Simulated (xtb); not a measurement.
xtb input:

```bash
xtb mol.xyz --gfn 2 --ohess tight --chrg 0 --uhf 0
```
mol.xyz:
```
16

Si    -3.24095757     0.08226267     0.66968710
O     -1.69403875    -0.37499763     0.44372665
C     -0.65910948     0.41388018     0.04911502
C      0.62807984    -0.42786160    -0.05240300
O      1.70003837     0.41238628    -0.43076540
Si     3.21870997    -0.09056112    -0.66670720
H     -3.26133211     1.20881413     1.72174827
H     -3.76086582     0.66200556    -0.63316878
H     -4.04396176    -1.06361660     1.12525969
H     -0.44110858     1.24301367     0.74390920
H     -0.83863263     0.88435491    -0.91813935
H      0.85944563    -0.89431681     0.93670938
H      0.47593770    -1.23179108    -0.73630166
H      3.75231952    -0.71477915     0.62547633
H      3.99748018     1.03852335    -1.05751350
H      3.30525132    -1.21103237    -1.70329569
```

**Question.** Predict the final energy.

**Answer.** -21.07793 Eh (GFN2-xTB).
